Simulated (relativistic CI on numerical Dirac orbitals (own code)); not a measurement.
**Cr4+: resonant inelastic scattering at the M2,3 edge**

Computed with this model: Dirac-Coulomb-Breit CI, orbitals from a KLI potential per configuration, model QED (radiative potential, 1s self-energy scaled to tabulated hydrogen-like ionisation energies), Kramers-Heisenberg scattering through one core-hole configuration in a parametric crystal field, unscaled Slater integrals; configurations [Ar] 3d2 → [Ne] 3s2 3p5 3d3; 300 K; core-hole width 0.8 eV; summed over polarisations. Incident energies are the highest absorption maxima for each field (at most a few, so the weaker spin-orbit partner edge can be absent), on the computed scale of the free ion. Intensities are in per cent of the strongest line above 0.02 eV; levels within 1 cm⁻¹ are merged; final levels count from the ground level, the first row holds all elastic scattering, lines under 0.4 are left out and each table stops after 24 rows. The scale of the Slater integrals is a model choice and moves the terms in proportion.

Field parameters in Wybourne normalisation: Oh B⁴₀ = 21Dq, B⁴₄ = √(5/14) B⁴₀. The field is a parameter set, without covalency.

S is read from ⟨S²⟩ = S(S + 1).

Oh, 10Dq = 5000 cm⁻¹:

| Final level (eV) | Degeneracy | Irrep | S | 54.5 eV | 61.7 eV | 65.7 eV |
| --- | --- | --- | --- | --- | --- | --- |
| 0.000 | 2 | E | 1.00 | 78.9 | 255.6 | 91.7 |
| 0.005 | 3 | T2 | 1.00 | 15.4 | 16.0 | 19.2 |
| 0.062 | 3 | T1 | 1.00 | 7.4 | 44.2 | 15.9 |
| 0.093 | 1 | A1 | 1.00 | 1.0 | 16.6 | 3.1 |
| 0.537 | 1 | A2 | 1.00 | 8.1 | 17.7 | 21.2 |
| 0.542 | 3 | T2 | 1.00 | 23.0 | 57.8 | 52.8 |
| 0.568 | 3 | T1 | 1.00 | 11.3 | 25.7 | 25.4 |
| 0.571 | 2 | E | 1.00 | 6.5 | 21.3 | 14.9 |
| 1.179 | 3 | T2 | 1.00 | 4.2 | 100.0 | 36.2 |
| 2.153 | 3 | T2 | 0.02 | 0.0 | 1.4 | 0.7 |
| 2.281 | 2 | E | 0.02 | 0.0 | 0.7 | 0.2 |
| 2.754 | 1 | A1 | 1.00 | 0.0 | 1.1 | 26.0 |
| 2.775 | 3 | T1 | 1.00 | 0.1 | 3.5 | 49.7 |
| 2.811 | 3 | T2 | 1.00 | 0.3 | 4.0 | 17.3 |
| 2.812 | 2 | E | 0.99 | 0.1 | 3.3 | 16.2 |

Oh, 10Dq = 11300 cm⁻¹:

```tsv
Final level (eV)	Degeneracy	Irrep	S	54.9 eV	62.2 eV	66.3 eV
0.000	2	E	1.00	85.2	232.8	51.8
0.003	3	T2	1.00	12.3	26.2	8.8
0.058	3	T1	1.00	8.5	61.1	12.4
0.086	1	A1	1.00	1.5	23.9	3.0
1.230	1	A2	1.00	7.3	8.0	15.6
1.235	3	T2	1.00	20.5	28.1	38.6
1.259	3	T1	1.00	10.4	18.9	21.9
1.260	2	E	1.00	6.7	12.8	14.7
2.220	3	T2	0.01	0.0	0.9	0.3
2.312	2	E	0.01	0.1	0.6	0.1
2.651	3	T2	1.00	2.0	100.0	38.9
3.366	1	A1	1.00	0.1	1.9	18.3
3.386	3	T1	1.00	0.5	6.9	40.2
3.417	3	T2	1.00	0.9	10.3	21.0
3.418	2	E	1.00	0.5	6.8	16.2
3.866	3	T2	0.01	0.1	0.7	0.1
```

Oh, 10Dq = 17550 cm⁻¹:

```tsv
Final level (eV)	Degeneracy	Irrep	S	55.4 eV	62.5 eV	67 eV
0.000	2	E	1.00	88.9	270.9	32.1
0.002	3	T2	1.00	8.7	40.7	4.7
0.055	3	T1	1.00	11.8	81.8	11.0
0.082	1	A1	1.00	2.6	28.7	3.5
1.948	3	T2	0.98	18.0	16.7	25.2
1.949	1	A2	1.00	6.5	4.7	9.8
1.978	3	T1	1.00	11.1	7.4	18.1
1.978	2	E	1.00	7.4	5.8	13.2
2.237	3	T2	0.06	0.3	2.2	1.1
2.294	2	E	0.00	0.1	1.3	0.0
4.032	1	A1	1.00	0.3	2.6	13.1
4.052	3	T1	1.00	0.8	9.4	32.6
4.080	3	T2	1.00	1.3	14.4	25.4
4.082	2	E	1.00	0.8	8.6	17.9
4.141	3	T2	0.99	1.3	100.0	31.1
4.522	3	T2	0.03	0.3	4.1	0.6
6.628	2	E	0.00	0.1	1.1	0.1
```

For the first field the strongest loss at the lowest incident energy is the level at 0.54 eV (S = 1.00, against 1.00 in the thermal ground state).
